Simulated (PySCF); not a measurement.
Ge(OH)3(SiMe3), C₃H₁₂GeO₃Si, SMILES C[Si]([Ge]([OH])([OH])[OH])(C)C, GFN2-xTB optimised geometry. Atoms within 1.6 Å of the plane z = 0.0 Å (x, y, z in Å): C1 (-1.49, -1.58, -1.57), Si2 (-0.89, -0.68, 0.00), C3 (-1.49, -1.58, 1.57), C4 (-1.49, 1.13, 0.00), Ge5 (1.51, -0.68, 0.00), O6 (2.25, -1.69, -1.27), O7 (2.25, -1.27, 1.51), O8 (2.25, 0.93, -0.24), H11 (-2.56, -1.70, -1.58), H14 (-1.20, -2.63, 1.54), H15 (-2.56, 1.20, -0.11), H16 (-1.04, 1.69, -0.82), H17 (-1.21, 1.63, 0.92), H19 (2.56, -2.17, 1.44), H20 (2.56, 1.31, 0.57).

Computed with B3LYP/def2-SVP in PySCF. Cells within 0.4 Å of a nucleus heavier than hydrogen are left out (blank, or x).

Map of the Laplacian of the electron density (e/bohr⁵), clipped to [-1.50, 1.50] on the plane z = 0.0 Å:

```
|4444444444444444444444444444444|
|4444444444444444444444444444444|
|4444444444444444444444444444444|
|4444444444444444444444444444444|
|4444444444444444444444444444444|
|4444444444444444444444444444444|
|4444444444444444444444444444444|
|4444444444444444444444444444444|
|4444444444444444444444444444444|
|4444444444444444444444444444444|
|4444444444434444444455554444444|
|4444444101xx4444444455355444444|
|4444444211xx444444455xx35444444|
|4444444444213444444550x55444444|
|4444444444433444444454455444444|
|4444444444446644445996544444444|
|444444444449x983449xx9544444444|
|444444444459xx93359xx9644444444|
|444444444449xx83449xx9544444444|
|4444444444448744446996444444444|
|4444444444444444444444444444444|
|4444444444444444444444444444444|
|4444444444444444444444444444444|
|4444444444444444444444444444444|
|4444444444444444444444444444444|
|4444444444444444444444444444444|
|4444444444444444444444444444444|
|4444444444444444444444444444444|
|4444444444444444444444444444444|
|4444444444444444444444444444444|
|4444444444444444444444444444444|
```
Scale: ten equal steps from -1.13 (start of '0') to 1.50 (end of '9'), in the order '0123456789'; x runs from -5.00 to 5.00, y from -5.00 (bottom) to 5.00 (top).
